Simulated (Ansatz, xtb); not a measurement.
A geometry optimisation of BF3H4NSi+ with r2SCAN-D4/def2-SVP

The starting geometry of this gas-phase singlet was built from a drawn formula by distance geometry and a force field; its bonds are those of `[NH3+][Si+](F)[BH-](F)F`.

```xyz
10

B    -0.1340   -2.1266   -2.2271
F     2.9172   -1.9087   -1.6938
F    -1.3787   -1.6437   -1.6369
F    -0.0541   -1.6060   -3.5697
N     1.1201   -0.5443    0.2825
Si    1.3801   -1.4915   -1.1879
H     0.6480    0.3400    0.0513
H     0.5397   -1.0752    0.9941
H     2.0407   -0.3147    0.7098
H    -0.1557   -3.3339   -2.2780
```

Predict what it relaxes into with r2SCAN-D4/def2-SVP.

It loosens into FH3NSi + BF2H, which stay close as a complex (formulas without charges). Distances that change by over a tenth: B1–F3 (1.46 → 1.31 Å), B1–F4 (1.44 → 1.29 Å), N5–Si6 (1.77 → 2.03 Å). Contacts that open: B1–Si6 (1.94 → 3.01 Å).

The energy falls by 2.93 eV over 51 steps:

```csv
step,E − E(last) (eV)
1,2.926
7,0.228
12,0.085
18,0.055
23,0.042
29,0.036
34,0.021
40,0.007
45,0.002
51,0.000
```

Final geometry (Å):

```xyz
10

B    -0.4194   -1.7525   -2.4937
F     1.7497   -2.9624   -0.9299
F    -1.0638   -1.6943   -1.3510
F    -0.8723   -2.3542   -3.5393
N     1.2719   -0.6653    0.1785
Si    2.3465   -1.5053   -1.3286
H     0.2976   -1.0036    0.1910
H     1.6788   -0.9358    1.0860
H     1.2448    0.3628    0.1689
H     0.6894   -1.1939   -2.5375
```

From the same start GFN2-xTB reaches the same bonding as this run.

The end wasn't checked by frequencies. Run with Ansatz 0.2.0, 2.8 min on 2 threads of Intel(R) Xeon(R) Platinum 8375C CPU @ 2.90GHz (Ice Lake), with other jobs on the host.
